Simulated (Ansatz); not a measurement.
One change: `[F][GeH]([F])[F]` becomes `[F][GeH2][F]`.

Ansatz, PBE0-D4/def2-TZVP geometries, multiplicity 1. 

Scalar relativity is left out up to krypton.

| property | `[F][GeH]([F])[F]` |
| --- | --- |
| HOMO energy (ωB97M-V/def2-TZVPP) / eV | -13.69 |
| LUMO energy (PBE0/def2-TZVPP) / eV | -0.46 |
| zero-point energy (PBE0-D4/def2-TZVP) / kJ/mol | 40.0 |
| HOMO energy (PBE/def2-TZVPP) / eV | -9.58 |
| HOMO–LUMO gap (B3LYP/def2-TZVPP) / eV | 10.23 |
| size of the dipole moment (PBE/def2-TZVPP) / D | 2.29 |

Task: Give the same properties after the change, and the shifts. (An estimate is asked.)

Result: Ansatz gave: 
| property | `[F][GeH2][F]` | shift |
| --- | --- | --- |
| HOMO energy (ωB97M-V/def2-TZVPP) / eV | -12.32 | 1.37 |
| LUMO energy (PBE0/def2-TZVPP) / eV | -0.01 | 0.45 |
| zero-point energy (PBE0-D4/def2-TZVP) / kJ/mol | 53.9 | 13.9 |
| HOMO energy (PBE/def2-TZVPP) / eV | -8.44 | 1.14 |
| HOMO–LUMO gap (B3LYP/def2-TZVPP) / eV | 9.52 | -0.71 |
| size of the dipole moment (PBE/def2-TZVPP) / D | 2.41 | 0.12 |

With PBE0 the HOMO rises by 1.31 eV and the LUMO rises by 0.45 eV, so the gap narrows by about 0.86 eV. PBE moves the HOMO by 1.14 eV and ωB97M-V by 1.37 eV. Dipoles are sizes alone; their direction can turn.

B3LYP here is the variant with VWN-RPA as its local correlation; programs differ in this.
